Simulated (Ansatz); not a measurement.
# Which isomer of F2H3SiSn gives these data?

These gas-phase data were calculated for one isomer of F2H3SiSn at PBE0-D3(BJ)/def2-SVP (harmonic, unscaled wavenumbers; equilibrium rotational constants with average atomic masses):

| Quantity | Value |
| --- | --- |
| rotational constants | 6.225, 1.316, 1.149 GHz |
| all wavenumbers above 1500 cm⁻¹ | 2250, 1903, 1880 |

Candidates:

(1) `F[SiH](F)[SnH2]`, a doublet
(2) `F[Si](F)[SnH3]`, a doublet
(3) `F[SiH2][SnH][F]`, a doublet

Which candidate do the data belong to?

Candidate (1). The band at 2250 cm⁻¹ lies where the Si–H stretch is expected; (2) has no mode between 2000 and 2380 cm⁻¹. 1 mode lies between 2000 and 2380 cm⁻¹, one for each Si–H bond, while (3) has 2.

The same quantities for all candidates:

```
     rotational constants (GHz)  wavenumbers above 1500 cm⁻¹  E above the lowest, PBE0-D3(BJ)/def2-SVP (kcal/mol)
(1)         6.225, 1.316, 1.149             2250, 1903, 1880                                                  0.0
(2)         6.269, 1.282, 1.128             1948, 1943, 1920                                                 15.8
(3)         6.797, 1.411, 1.199             2261, 2230, 1820                                                 20.9
```

Harmonic stretches to hydrogen usually lie a few per cent above observed fundamentals. Each candidate is one conformer. Open shells are spin-unrestricted. Atoms past krypton carry core potentials. Programs: Ansatz 0.2.0.
